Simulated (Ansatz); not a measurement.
Geometry optimisation, Ansatz 0.2.0, RKS PBE-D4/def2-SVP.

Input:

```yaml
crystal:
  periodic: [false, false, false]
  atoms:
    - { symbol: Ga, position_ang: [-0.035342, -0.091922, -0.125539] }
    - { symbol: H, position_ang: [-0.153304, -0.335267, 1.427834] }
    - { symbol: H, position_ang: [1.30235, 0.110882, -0.912638] }
    - { symbol: "N", position_ang: [-1.609719, -0.208088, -1.030192] }
    - { symbol: H, position_ang: [-2.517004, -0.318265, -0.574556] }
    - { symbol: H, position_ang: [-1.708337, -0.04876, -2.034278] }
    - { symbol: F, position_ang: [-0.098525, 2.313326, 1.482457] }
    - { symbol: H, position_ang: [-0.13672, 1.467394, 1.879213] }
basis:
  gaussian: { orbitals: def2-SVP }
hamiltonian:
  xc: pbe
  dispersion: d4
relax:
  f_tol: 0.03
  max_steps: 50
```

Run as:

```bash
$ ansatz run input.yaml --threads 2 --pin off --max-ram 3072MiB --backend cpu --events-out ev --progress --plain --runs-dir out
```

Q: Where does it end, and by what steps?

A: The run converged. After 6 steps the energy has fallen by 0.061 eV; F7 moved furthest, 0.33 Å.

| step | energy less start (eV) | largest force component (eV/Å) | accepted |
| --- | --- | --- | --- |
| 0 | 0.0000 | 0.456 | yes |
| 1 | -0.0414 | 0.169 | yes |
| 2 | -0.0486 | 0.286 | yes |
| 3 | -0.0586 | 0.162 | yes |
| 4 | -0.0527 | 0.196 | no |
| 5 | -0.0613 | 0.067 | yes |
| 6 | -0.0615 | 0.018 | yes |

```xyz
8
Properties=species:S:1:pos:R:3
Ga -0.031 0.010 -0.067
H -0.148 -0.319 1.502
H 1.324 0.188 -0.826
N -1.597 -0.177 -0.978
H -2.507 -0.286 -0.527
H -1.695 0.020 -1.975
F -0.127 2.118 1.219
H -0.175 1.336 1.765
```

Run time: 11 s on 2 threads of Arm Neoverse V1, with other jobs on the host, peak memory 0.12 GiB.
